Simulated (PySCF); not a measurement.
A structure optimised at PBE-D3(BJ)/def2-SVP, used in a PySCF frequency run:

```xyz
14

N     -1.9523     0.0216    -0.8316
C     -0.9116    -1.0073    -0.6126
Si     0.6371    -0.3153     0.2558
N      0.3444     0.5682     1.7313
N      1.2271     0.8976    -0.8612
H     -2.2476     0.3813     0.0880
H     -1.5044     0.8338    -1.2826
H     -1.3457    -1.8446    -0.0228
H     -0.6416    -1.4646    -1.5927
H      1.5793    -1.4285     0.6702
H     -0.2970     1.3647     1.7271
H      0.3087     0.0698     2.6224
H      1.9921     1.4996    -0.5440
H      1.3709     0.6353    -1.8403
```

Write its SMILES and formula.

NC[SiH](N)N, CH9N3Si

What are its rotational constants (standard atomic weights)?

4.7593, 2.8744, 2.3998 GHz
